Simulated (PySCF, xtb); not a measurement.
F₃S, SMILES F[S](F)F, multiplicity 2.

Geometry: PBE0-D3(BJ)/def2-TZVP. A frequency run showed that this geometry is not a minimum. The isomer is the one that the SMILES or the coordinates give; other isomers of the formula were not compared.

These are PySCF 2.14.0 with C-PCM-M06-2X/def2-SVP values and carry that method's errors.

The values are the electrostatic part of the solvation free energy, E(continuum) − E(gas) at the gas-phase geometry, in a cavity of scaled van der Waals radii (PySCF's table); cavitation and dispersion terms are not included. The dipole moment in vacuum is 0.78 D.

Computed values in water (ε = 78.36), benzene (ε = 2.27), N,N-dimethylformamide (ε = 37.22):
```json
[
 {"solvent": "water", "ε": "78.36", "ΔG(elec) (kcal/mol)": "-3.7", "dipole (D)": "0.94"},
 {"solvent": "benzene", "ε": "2.27", "ΔG(elec) (kcal/mol)": "-2.0", "dipole (D)": "0.87"},
 {"solvent": "N,N-dimethylformamide", "ε": "37.22", "ΔG(elec) (kcal/mol)": "-3.6", "dipole (D)": "0.94"}
]
```

For comparison, GFN2-xTB/ALPB(water) (xtb, at the GFN2-xTB geometry, all terms of that model) gives -8.7 kcal/mol.
